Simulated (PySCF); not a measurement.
Constitutional and geometric isomers with formula CH3BO. Isolated molecules, 0 K electronic values unless said otherwise. One relaxed conformer stands for each flexible species; it need not be the lowest. Strings in code marks are SMILES.

Quantity: vertical ionisation energy (energy after one electron is removed minus that of the parent at the parent's geometry), in eV.

Level 1: B3LYP/6-31G* // B3LYP-D3(BJ)/def2-TZVP (PySCF)
Level 2: PBE/6-31G* // B3LYP-D3(BJ)/def2-TZVP (PySCF)
Level 3: minus the HOMO energy of B3LYP-D3(BJ)/def2-TZVP (PySCF)
Level 4: HF/6-31G* // B3LYP-D3(BJ)/def2-TZVP (PySCF)

| species | level 1 | level 2 | level 3 | level 4 |
|---|---|---|---|---|
| `C=BO` (C–B–O–H torsion 180°) | 8.31 | 8.30 | 5.90 | 7.04 |
| `BC=O` (H–B–C–O torsion 86°) | 9.95 | 9.82 | 7.33 | 8.73 |
| `CB=O` | 12.36 | 12.25 | 9.46 | 14.15 |
